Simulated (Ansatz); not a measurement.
Isolated molecules relaxed with PBE0-D4/def2-TZVP in Ansatz; ΔE leaves out vibrations. CCSD(T)/CBS adds triple-zeta CCSD(T) − MP2 to the extrapolated MP2 energy (def2 sets, frozen cores). Functionals use def2-TZVPP. B3LYP here is the variant with VWN-RPA as its local correlation; programs differ in this. def2 core potentials past Kr. For Sn outer-core shells are correlated without core-valence functions, which leaves a few kJ/mol of doubt a bond.

Reaction (ligand exchange at the Si–C bond): `[SiH3]C1(Cl)C[SiH2]1` + `[SH][SnH3]` → `[SiH3][S][SnH3]` + `ClC1C[SiH2]1`

```tsv
level	ΔE (kJ/mol)	difference from CCSD(T)/CBS
PBE-D4	-55.1	-0.8
r2SCAN-D4	-56.8	-2.5
PBE0-D4	-57.0	-2.7
ωB97X-V	-54.5	-0.2
B2PLYP	-55.4	-1.1
PBE	-57.7	-3.4
r2SCAN	-57.6	-3.3
PBE0	-59.3	-5.0
B3LYP	-57.1	-2.8
HF/def2-TZVPP	-61.1	-6.8
MP2/def2-TZVPP	-53.3	1.0
CCSD/def2-TZVPP	-52.8	1.5
MP2/def2-QZVPP	-54.8	-0.5
SCS-MP2/def2-QZVPP	-54.8	-0.5
HF/CBS(def2)	-61.1	-6.8
CCSD/CBS(def2)	-55.5	-1.2
CCSD(T)/CBS	-54.3	0
```

Largest T1 diagnostic among the species: 0.013.

The D4 term adds +4.1 kJ/mol with B3LYP and +2.3 kJ/mol with PBE0; it sums over pairs of atoms, weighted by their polarisabilities, and B3LYP, whose exchange is more repulsive, gets the larger term. In def2-TZVPP, CCSD(T) changes the Hartree–Fock value by +9.4 kJ/mol (the triples alone add +1.2 kJ/mol) and MP2 by +7.8 kJ/mol.
